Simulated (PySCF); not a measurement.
Correlation energy of W (tungsten, neutral)

[Xe] 4f14 5d3 6s2 7s1, high-spin 5F determinant (an excited configuration). Computed with PySCF 2.14 in aug-cc-pVDZ-PP with ECP60MDF, with a scalar-relativistic core potential. Frozen: 5s2 5p6; 6 electrons correlated.

```json
{"level": "CCSD", "correlation energy (mhartree)": "-83.30"}
{"level": "(T)", "correlation energy (mhartree)": "-8.52"}
{"level": "CCSD(T)", "correlation energy (mhartree)": "-91.82"}
```

Diagnostics: T1 = 0.012, D1 = 0.0321, largest double amplitude 0.121.

**Question.** Is a single reference adequate?

**Answer.** Mostly. T1 lies below 0.03, but a double amplitude of this size points to a near-degeneracy that CCSD handles and MP2 describes poorly.
